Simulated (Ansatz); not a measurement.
Consider the atomization: `BC(=C)CI` → B• + 3 C• + 6 H• + I•.

Program: Ansatz. Geometries: PBE0-D4/def2-TZVP. ΔE: electronic, gas phase. CCSD(T)/CBS is the MP2 limit (def2-TZVPP, def2-QZVPP) plus CCSD(T) − MP2 in def2-TZVPP, frozen cores. This one scheme is used for every species, atoms too. DFT in def2-TZVPP. Open shells (•) are unrestricted, without spin–orbit coupling. Spin–orbit coupling would lower the free atoms: a little for B, C; strongly for I. Elements past krypton have def2 core potentials. For I outer-core shells are correlated without core-valence functions, so the limit isn't a true one: a few kJ/mol of doubt a bond, and 10 to 20 or more in all where bonds break to atoms. Each species was taken in one conformer, which may not be the lowest.

Problem. What is ΔE at CCSD(T)/CBS? (An estimate is asked.)

Solution. The calculation gave: +43.00 eV.

Problem. What do these levels give: PBE-D4, PBE0-D4, ωB97M-V, PBE0, CCSD(T)/def2-TZVPP, HF/def2-QZVPP? (Estimate.)

Solution. The calculation gave: PBE-D4 44.10, PBE0-D4 43.46, ωB97M-V 43.06, PBE0 43.23, CCSD(T)/def2-TZVPP 42.00, HF/def2-QZVPP 32.40 eV.

Largest T1 diagnostic among the species: 0.014.

From PBE to PBE0 (25 % exact exchange), in def2-TZVPP and without D4, ΔE moves by −0.60 eV: exact exchange takes away binding that semilocal exchange gives to molecules. In def2-TZVPP, CCSD(T) changes the Hartree–Fock value by +9.64 eV (the triples alone add +0.68 eV) and MP2 by +10.42 eV; breaking electron pairs costs correlation energy, which Hartree–Fock lacks.

For atomizations the MP2-based limit and the directly extrapolated one differ by several kJ/mol either way, and by 10 to 25 for some Ge, Se and Sn compounds, so smaller differences from it don't rank the levels.
